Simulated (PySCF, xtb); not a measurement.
C5H7F, SMILES C=C1CC[C@@H]1F.

Harmonic wavenumbers (cm⁻¹) from GFN2-xTB in xtb 6.7.1 at its own minimum, in rising order: 83, 210, 324, 399, 509, 640, 696, 797, 854, 903, 928, 968, 1024, 1033, 1093, 1100, 1169, 1178, 1201, 1228, 1245, 1294, 1398, 1447, 1465, 1775, 2917, 2991, 3010, 3027, 3038, 3101, 3129.

Task: What does PySCF with ωB97X-D3(BJ)/def2-SVP give at its own minimum? (The exact figures need the calculation; the answer reports its results.)

Result: 121, 213, 335, 419, 547, 647, 702, 798, 839, 914, 946, 965, 988, 1058, 1124, 1177, 1203, 1224, 1243, 1285, 1300, 1404, 1427, 1453, 1481, 1825, 3081, 3094, 3111, 3161, 3170, 3185, 3270. Paired by order, the mean absolute difference is 50 cm⁻¹ and the zero-point energies are 66.0 and 68.2 kcal/mol.
